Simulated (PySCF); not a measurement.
Ligands exchanged one at a time, B H-SiH3. Isolated molecules, 0 K electronic values unless said otherwise. Strings in code marks are SMILES.

The four lowest singlet excitations (Tamm–Dancoff). Method: PBE-D3(BJ)/def2-TZVP // B3LYP-D3(BJ)/def2-TZVP (PySCF). Excitations are Tamm–Dancoff values on a coarser integration grid. The basis has no diffuse functions, so Rydberg states are missing or too high.

| state | energy (eV) | wavelength (nm) | oscillator strength |
|---|---|---|---|
| S1 | 3.04 | 407 | 0.000 |
| S2 | 3.10 | 400 | 0.000 |
| S3 | 4.24 | 292 | 0.003 |
| S4 | 4.80 | 258 | 0.031 |

Q: Name which member gives these states.
A) `[SiH3]B([SiH3])[SiH3]`
B) `B[SiH3]`
C) `[SiH3]B[SiH3]`

A: A, `[SiH3]B([SiH3])[SiH3]`
